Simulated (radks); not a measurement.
Values are calculated unless marked as measured or tabulated.
Valence configurations of Mo (all share [Kr]). Code: a radial shooting solver on a logarithmic mesh with Libxc functionals. Model: scalar-relativistic Kohn-Sham, r2SCAN, spin-polarised, spherical densities, finite nucleus; open shells are filled with parallel spins first (spin-orbit coupling, left out, can overturn this in heavy ions); meta-GGA in the generalised Kohn-Sham scheme; Fermi nuclear charge, rms radius 4.4091 fm. Energies are relative to 4d5 5s1; eigenvalues in eV for spin up.

| valence | E (eV) | moment (Bohr magnetons) | e(4d) | e(5p) | e(5s) |
|---|---|---|---|---|---|
| 4d5 5s1 | 0.000 | 6 | -4.819 | - | -4.881 |
| 4d4.5 5s1.5 | 1.517 | 5 | -5.975 | - | -5.322 |
| 4d4.5 5s1 5p0.5 | 2.058 | 6 | -6.434 | -1.876 | -5.817 |
| 4d5.5 5s0.5 | 2.200 | 5 | -4.030 | - | -4.332 |
| 4d4 5s2 | 2.874 | 4 | -7.014 | - | -5.542 |
| 4d5 5p1 | 3.647 | 6 | -6.098 | -1.945 | - |
| 4d6 | 4.034 | 4 | -3.389 | - | - |
| 4d4 5s1.5 5p0.5 | 4.047 | 5 | -7.609 | -2.100 | -6.231 |
| 4d4 5s1 5p1 | 4.574 | 6 | -8.029 | -2.511 | -6.684 |
| 4d3 5s1.5 5p1.5 | 10.519 | 5 | -10.800 | -3.345 | -7.922 |

NIST lists [Kr] 4d5 5s1 as the ground configuration; this level of theory agrees among the configurations tried. The energies are those of spherical high-spin densities, not of single terms.
